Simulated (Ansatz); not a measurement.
Reactions of `[SiH3]B[SiH2]Cl`.

Gas-phase electronic energies from Ansatz, PBE0-D4/def2-TZVP geometries. CCSD(T)/CBS is the MP2 limit (def2-TZVPP, def2-QZVPP) plus CCSD(T) − MP2 in def2-TZVPP, frozen cores. This one scheme is used for every species, atoms too. Open shells (•) are unrestricted, without spin–orbit coupling. Spin–orbit coupling would lower the free atoms: a little for B, Cl, Si. For Ge outer-core shells are correlated without core-valence functions, so the limit isn't a true one: a few kJ/mol of doubt a bond, and 10 to 20 or more in all where bonds break to atoms. Scalar relativity is left out up to krypton. Each species was taken in one conformer, which may not be the lowest.

**Question.** Order these by ΔE at CCSD(T)/CBS, lowest first. (Estimate.)
A. `[SiH3]B[SiH2]Cl` → `B[SiH2]Cl` + `[SiH2]`
B. `[SiH3]B[SiH2]Cl` + `CO[SiH2]N` → `N[SiH2][SiH2]Cl` + `COB[SiH3]`
C. `[SiH3]B[SiH2]Cl` + `CC(C)=N` → `CC(=N)[SiH3]` + `CB[SiH2]Cl`
D. `[SiH3]B[SiH2]Cl` + `C[O][Ge]([OH])([SiH3])[Cl]` → `[SiH3]B[SiH2][SiH3]` + `C[O][Ge]([OH])([Cl])[Cl]`
E. `[SiH3]B[SiH2]Cl` + `CC(O)(F)F` → `C[SiH2]B[SiH3]` + `OC(F)(F)Cl`
F. `[SiH3]B[SiH2]Cl` → B• + Cl• + 6 H• + 2 Si•
G. `[SiH3]B[SiH2]Cl` + CH₄ → `CB[SiH2]Cl` + SiH₄

**Answer.** B (-10.8 kcal/mol), C (-5.9 kcal/mol), G (-3.0 kcal/mol), D (+7.7 kcal/mol), E (+38.5 kcal/mol), A (+54.4 kcal/mol), F (+711.7 kcal/mol).

Largest T1 diagnostic: 0.015, for `[SiH3]B[SiH2][SiH3]`.
